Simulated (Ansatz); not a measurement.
A calculation with Ansatz (development build ahead of 0.2.0).

```yaml
crystal:
  periodic: [false, false, false]
  atoms:
    - { symbol: C, position_ang: [1.41, 0.0, 0.0] }
    - { symbol: C, position_ang: [0.705, 1.2211, 0.0] }
    - { symbol: C, position_ang: [-0.705, 1.2211, 0.0] }
    - { symbol: C, position_ang: [-1.41, 0.0, 0.0] }
    - { symbol: C, position_ang: [-0.705, -1.2211, 0.0] }
    - { symbol: C, position_ang: [0.705, -1.2211, 0.0] }
    - { symbol: C, position_ang: [2.82, 0.0, 0.0] }
    - { symbol: H, position_ang: [3.37, 0.93, 0.0] }
    - { symbol: H, position_ang: [3.37, -0.93, 0.0] }
    - { symbol: H, position_ang: [1.2475, 2.16073, 0.0] }
    - { symbol: C, position_ang: [-1.41, 2.44219, 0.0] }
    - { symbol: H, position_ang: [-2.4904, 2.45351, 0.0] }
    - { symbol: H, position_ang: [-0.8796, 3.38351, 0.0] }
    - { symbol: H, position_ang: [-2.495, 0.0, 0.0] }
    - { symbol: C, position_ang: [-1.41, -2.44219, 0.0] }
    - { symbol: H, position_ang: [-0.8796, -3.38351, 0.0] }
    - { symbol: H, position_ang: [-2.4904, -2.45351, 0.0] }
    - { symbol: H, position_ang: [1.2475, -2.16073, 0.0] }
basis:
  gaussian: { orbitals: def2-TZVP }
magnetization:
  initial_magnetization: 1
hamiltonian:
  xc: { name: wB97X }
```

The input is written out in the form of the current development build from the run's settings.

The run gave:

```yaml
Converged: yes
Total_energy: -348.18034 hartree
Spin_squared_of_the_determinant: 0.750
Stability_test: minimum among restricted orbitals
```

Caution: another spin multiplicity may lie lower.
